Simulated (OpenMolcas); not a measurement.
# OpenMolcas run: In²⁺

Input:

```
&GATEWAY
Coord
1

In 0.0 0.0 0.0
Basis=ANO-RCC-VDZP
Group=XYZ
NoMove
AngMom=0.0 0.0 0.0
AMFI
&SEWARD
&RASSCF
FileOrb=start.orb
Symmetry=1
Spin=2
nActEl=1 0 0
Inactive=14 9
Ras2=1 3
CIRoot=1 1 1
SDav=1
CIMx=300
Iter=120 100
PrWF=0.3
OrbListing=Nothing
MaxOrb=0
Atom
>>> COPY $Project.JobIph JOB001
&RASSCF
FileOrb=start.orb
Symmetry=2
Spin=2
nActEl=1 0 0
Inactive=14 9
Ras2=1 3
CIRoot=3 3 1
SDav=3
CIMx=300
Iter=120 100
PrWF=0.3
OrbListing=Nothing
MaxOrb=0
Atom
>>> COPY $Project.JobIph JOB002
&RASSI
NrOfJobIphs=2 1 3
1
1 2 3
IphNames
JOB001
JOB002
EJob
SpinOrbit
DIPRint=1.0
SOCoupling=1000.0
Subsets=2
MEES
Property=10
'ANGMOM' 1 'ANGMOM' 2 'ANGMOM' 3 'MLTPL  1' 1 'MLTPL  1' 2 'MLTPL  1' 3
'AMFI' 1 'AMFI' 2 'AMFI' 3 'MLTPL  2' 6
SOProperty=3
'ANGMOM' 1 'ANGMOM' 2 'ANGMOM' 3
```

A driver script runs the steps one by one and writes start.orb anew before each from the orbitals found so far.

Output, cut to the results:

```
--- SEWARD ---
Basis set label: IN.ANO-RCC...6S5P3D1F.

      Electronic valence basis set:
      ------------------
      Associated Effective Charge  49.000000 au
      Associated Actual Charge     49.000000 au
      Nuclear Model: Point charge

      Shell  nPrim  nBasis  Cartesian Spherical Contaminant
         s      22       6        X
         p      19       5        X
         d      13       3                 X
         f       5       1                 X
                  Relativistic Douglas-Kroll-Hess integrals:
                    - DKH order of Hamiltonian: 2
                    - DKH order of Properties : 0
                  Atomic mean-field integrals
--- RASSCF ---
Wave function specifications:
      -----------------------------

      Number of closed shell electrons          46
      Number of electrons in active shells       1
      Max number of holes in RAS1 space          0
      Max nr of electrons in RAS3 space          0
      Number of inactive orbitals               23
      Number of active orbitals                  4
      Number of secondary orbitals              16
      Spin quantum number                      0.5
      State symmetry                             1
Orbital specifications:
      -----------------------

      Symmetry species                           1   2
                                                ag  au
      Frozen orbitals                            0   0
      Inactive orbitals                         14   9
      Active orbitals                            1   3
      RAS1 orbitals                              0   0
      RAS2 orbitals                              1   3
      RAS3 orbitals                              0   0
      Secondary orbitals                         6  10
      Deleted orbitals                           0   0
      Number of basis functions                 21  22
      Number of CSFs                             1
      Number of root(s) required                 1
      Iter CI   SX   CI       RASSCF       Energy    max ROT     max BLB   max BLB  Level Ln srch  Step   QN
          iter iter root      energy       change     param      element    value   shift minimum  type update
 Nr of preliminary CI iterations:   1
 ###############################################################################
 ###############################################################################
 ###                                                                         ###
 ###                                                                         ###
 ###    WARNING: Problems in orbital optimization.                           ###
 ###                                                                         ###
 ###                                                                         ###
 ###############################################################################
 ###############################################################################
  Warning: In symmetry  2, orbital p=  10 has diagonal density matrix element D(p,p) close to zero. D(p,p)=  0.000000E+00
  Warning: In symmetry  2, orbital p=  11 has diagonal density matrix element D(p,p) close to zero. D(p,p)=  0.000000E+00
        ...
  Warning: In symmetry  2, orbital p=  10 has diagonal density matrix element D(p,p) close to zero. D(p,p)=  0.000000E+00
  Warning: In symmetry  2, orbital p=  11 has diagonal density matrix element D(p,p) close to zero. D(p,p)=  0.000000E+00
  Warning: In symmetry  2, orbital p=  12 has diagonal density matrix element D(p,p) close to zero. D(p,p)=  0.000000E+00
        4   1    1    1  -876.25718877   -3.64E-12   0.00E+00    9  16 1  8.36E-08   0.50   0.00    SX    NO
      Convergence after  4 iterations
        5   1    1    1  -876.25718877   -1.82E-12   0.00E+00    9  16 1  8.36E-08   0.50   0.00    SX    NO
      Natural orbitals and occupation numbers for root  1
      sym 1:   1.000000
      sym 2:   0.000000   0.000000   0.000000
::    RASSCF root number  1 Total energy:  -5876.25718877
--- RASSCF ---
Wave function specifications:
      -----------------------------

      Number of closed shell electrons          46
      Number of electrons in active shells       1
      Max number of holes in RAS1 space          0
      Max nr of electrons in RAS3 space          0
      Number of inactive orbitals               23
      Number of active orbitals                  4
      Number of secondary orbitals              16
...
--- RASSI ---
SPIN-FREE ENERGIES:
  (Shifted by EMIN (a.u.) =      -5876.2571887699)

 SF State       Relative EMIN(au)   Rel lowest level(eV)    D:o, cm**(-1)      L_eff

     1             0.0000000000        0.0000000000              0.0000         0.0
     2             0.2643820816        7.1942029390          58025.1599         1.0
     3             0.2643820816        7.1942029390          58025.1599         1.0
     4             0.2643820816        7.1942029390          58025.1599         1.0
     Dipole printing threshold changed to   1.00000000E+00

++ Dipole transition strengths (spin-free states):
   -----------------------------------------------
     for osc. strength at least  1.00000000E+00

  ( Max oscillator strength is only   0.39919956782758703      )
--
Eigenvalues of complex Hamiltonian:
   -----------------------------------
  (Shifted by EMIN (a.u.) =      -5876.2571887699)

 SO State       Relative EMIN(au)   Rel lowest level(eV)    D:o, cm**(-1)     J-value

     1             0.0000000000        0.0000000000              0.0000         0.4
     2             0.0000000000        0.0000000000              0.0000         0.4
     3             0.2521230032        6.8606164207          55334.6032         0.4
     4             0.2521230032        6.8606164207          55334.6032         0.4
     5             0.2705116208        7.3609961981          59370.4383         1.3
     6             0.2705116208        7.3609961982          59370.4383         1.0
     7             0.2705116208        7.3609961981          59370.4383         1.3
     8             0.2705116208        7.3609961982          59370.4383         1.0
Weights of the five most important spin-orbit-free states for each spin-orbit state.

 SO State  Total energy (au)           Spin-free states, spin, and weights
 -------------------------------------------------------------------------------------------------------
...
```

The J values that RASSI prints are effective ones from its own formula and need not be integers or half-integers; the table below assigns J from the states.

Levels above the lowest, from the spin-orbit matrix, grouped by J:

```json
{"Configuration": "5s", "Term": "2S", "J": "1/2", "E (eV)": "0.0000", "Measured (eV)": "0.0000", "g": "2.002", "Term weight %": "100"}
{"Configuration": "5p", "Term": "2P*", "J": "1/2", "E (eV)": "6.8606", "Measured (eV)": "7.0896", "g": "0.666", "Term weight %": "100"}
{"Configuration": "5p", "Term": "2P*", "J": "3/2", "E (eV)": "7.3610", "Measured (eV)": "7.6279", "g": "1.334", "Term weight %": "100"}
```

Against the 2 measured excited levels shown (Moore, Atomic Energy Levels, vol. III, NSRDS-NBS 35 (1971 reprint of NBS Circular 467, 1958)) the mean absolute deviation is 2000 cm-1; the largest miss in energy is 5p 2P* 3/2: computed 7.3610, measured 7.6279 eV (-3.5 %).

With one active electron the reference holds no correlation, so core polarisation is missing. Computed and measured levels are paired by configuration, term and J; levels that our copy of the source lacks, or whose pairing is in doubt (as where it misses far off the trend of its configuration), stay unpaired and out of the deviations. Only configurations of the active space appear.

The term weight is that of the spin-free term in the level, not the purity of its configuration. * marks odd parity.
